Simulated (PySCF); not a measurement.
# Electron correlation in Ti (titanium, neutral)

[Ar] 3d2 4s2, high-spin 3F determinant. Calculation: PySCF 2.14, in jorge-DZP-DKH; scalar relativity by spin-free X2C-1e. Frozen: [Ar]; 4 electrons correlated.

MP2 pair energies summed by pair of shells (mhartree):

```json
{"pair": "4s-4s", "energy": "-18.56", "share (%)": "58.8"}
{"pair": "3d-4s", "energy": "-10.05", "share (%)": "31.9"}
{"pair": "3d-3d", "energy": "-2.93", "share (%)": "9.3"}
```

Total MP2 correlation energy: -31.54 mhartree.

Same-spin part -6.83 and opposite-spin part -24.71 mhartree; SCS-MP2 scales them by 1/3 and 6/5 to -31.93 mhartree.
